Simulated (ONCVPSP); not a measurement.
## Which change was made? (Be, ONCV)

```
Element                 : Be (Z = 4)
Generator               : ONCVPSP 4.0.1
Type                    : optimised norm-conserving Vanderbilt (ONCV)
Functional              : PBEsol
Relativity              : non-relativistic
Frozen core             : [He]
Valence charge          : 2
Reference configuration : 2s2
Partial waves           : 2s: rc 2.20 bohr, ncon 4, nbas 8, qcut 2.9 1/bohr, 2 projectors, debl 2.8 Ha; p scattering state at 0.12 Ha: rc 1.95 bohr, ncon 4, nbas 7, qcut 3.8 1/bohr, 2 projectors, debl 1.2 Ha; d scattering state at 0.19 Ha: rc 1.70 bohr, ncon 5, nbas 8, qcut 5.7 1/bohr, 2 projectors, debl 1.6 Ha
Local potential         : polynomial inside 1.30 bohr (lpopt 5, dvloc0 4 Ha)
Core correction         : Teter function, fcfact 4.75, rcfact 1.25
```

In the p channel the program set the typed energies aside and used 0.050, 1.250 Ha.

Cutoffs, loose and tight: the cutoffs (Ha) at which the residual kinetic energy of the hardest occupied pseudo-wave falls to 1 and 0.1 mHa per electron. They do not see the model core or the augmentation charge, which bear on the density cutoff. Test errors are all-electron minus pseudo excitation energies from the reference, over the configurations 2s1; 2s1.5; 2s1 2p1; 2s0 2p2; variants that change the core or the reference have their own tests.

The base gives: outcome: generated, projector energies reset by the program; cutoff, loose: 4.0 Ha; cutoff, tight: 25 Ha; bound ghosts: none; GHOST(+) flags above zero: s; largest test error (meV): -11.

Question: After one change the result is: outcome: generated, projector energies reset by the program; cutoff, loose: 7.3 Ha; cutoff, tight: 32 Ha; bound ghosts: none; GHOST(+) flags above zero: s; largest test error (meV): -11. Which change was it?
A. s: qcut 1.9; p: qcut 2.5; d: qcut 3.7
B. s: qcut 2.3; p: qcut 3; d: qcut 4.6
C. s: qcut 4.2; p: qcut 5.6; d: qcut 8.3

Answer: B. The others give: s: qcut 4.2; p: qcut 5.6; d: qcut 8.3 → outcome: generated, projector energies reset by the program; cutoff, loose: 5.2 Ha; cutoff, tight: 7.1 Ha; bound ghosts: none; GHOST(+) flags above zero: s; largest test error (meV): +4.7 | s: qcut 1.9; p: qcut 2.5; d: qcut 3.7 → outcome: generated, projector energies reset by the program; cutoff, loose: 9.5 Ha; cutoff, tight: 33 Ha; bound ghosts: none; GHOST(+) flags above zero: s; largest test error (meV): -10.
